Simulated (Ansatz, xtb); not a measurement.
System: MnCl, charge 0, multiplicity 7. The spin state was set by rule; other spins were not relaxed. SMILES: [Cl][Mn]
Geometry from a B3LYP-D3(BJ)/def2-TZVP (Ansatz, a quantum-chemistry and plane-wave program) optimisation:
```xyz
2

Mn     0.0000     0.0000    -0.9119
Cl     0.0000     0.0000     1.3410
```
Charge 0, spin multiplicity 7.

Harmonic wavenumbers from GFN2-xTB (xtb, at its own minimum), cm⁻¹: 500.

**Question.** Give the harmonic wavenumbers at B3LYP-D3(BJ)/def2-TZVP (Ansatz, finite differences of forces, unscaled).

**Answer.** 367 cm⁻¹. Zero-point energy 0.5 kcal/mol.

**Question.** From these and the geometry, give the ideal-gas thermochemistry at 298.15 K and 1 atm (rigid rotor, harmonic oscillator).

**Answer.** Point group C∞v, rotational symmetry number 1. Rotational constants 4.621, 4.621 GHz. S(trans) 39.42, S(rot) 16.30, S(vib) 1.09, S(elec, spin only) 3.87, S 60.7 cal/(mol K). H(298) - H(0) 2.29 kcal/mol; G - E(el) -15.3 kcal/mol.
